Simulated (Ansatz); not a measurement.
Isolated molecules relaxed with PBE0-D4/def2-TZVP in Ansatz; ΔE leaves out vibrations. CBS: MP2 limit from def2 TZ/QZ plus the TZ coupled-cluster correction, frozen cores. For Ge outer-core shells are correlated without core-valence functions, which leaves a few kJ/mol of doubt a bond. Scalar relativity is left out up to krypton. Each species was taken in one conformer, which may not be the lowest.

Consider the ligand exchange at a Ge–N bond: `OB/C=[N]/[GeH3]` + `NB(O)F` → `NB(F)[O][GeH3]` + `N=CBO`.

`OB/C=[N]/[GeH3]`:

Z-matrix (Å, degrees):
```
Ge
N 1 1.866
H 1 1.546 2 110.2
H 1 1.535 2 107.4 3 -120.9
H 1 1.535 2 107.5 3 120.9
C 2 1.272 1 119.7 3 -0.1
B 6 1.575 2 119.7 1 -180.0
H 6 1.108 2 122.1 1 0.0
O 7 1.351 6 116.9 2 179.9
H 7 1.198 6 121.4 2 -0.1
H 9 0.960 7 113.6 6 -180.0
```

`NB(O)F`:

```xyz
7

N     0.102    0.410    0.835
B    -0.129    0.168   -0.531
O    -0.066   -1.048   -1.146
F    -0.440    1.205   -1.314
H     0.036    1.336    1.215
H     0.340   -0.295    1.507
H     0.158   -1.776   -0.567
```

`NB(F)[O][GeH3]`:

Cartesian coordinates in Å:
```
N 0.963 -1.821 -0.790
B 0.414 -0.550 -0.580
F 0.449 0.339 -1.599
O -0.145 -0.192 0.602
Ge -0.865 1.410 0.943
H 1.378 -2.092 -1.661
H 0.968 -2.524 -0.075
H -2.034 1.646 -0.023
H -1.347 1.298 2.394
H 0.219 2.486 0.789
```

`N=CBO`:

```xyz
8

N    -1.090    0.778    0.194
C    -0.513   -0.102   -0.523
B     0.928   -0.552   -0.019
O     1.370    0.043    1.096
H    -2.010    1.043   -0.157
H    -0.986   -0.514   -1.424
H     1.614   -1.364   -0.565
H     0.687    0.668    1.399
```

```
          species  HF/def2-QZVPP energy (Eh)
`OB/C=[N]/[GeH3]`                -2270.88133
         `NB(O)F`                 -255.48157
 `NB(F)[O][GeH3]`                -2332.07348
          `N=CBO`                 -194.31105
```

Work out ΔE.

ΔE = (-2332.07348) + (-194.31105) − (-2270.88133) − (-255.48157) = -0.02163 Eh = -56.8 kJ/mol. CCSD(T)/CBS gives -50.0 kJ/mol.

Largest T1 diagnostic among the species: 0.014.

In def2-TZVPP, CCSD(T) changes the Hartree–Fock value by +3.8 kJ/mol (the triples alone add +0.8 kJ/mol) and MP2 by +6.2 kJ/mol. From PBE to PBE0 (25 % exact exchange), in def2-TZVPP and without D4, ΔE moves by −3.1 kJ/mol.
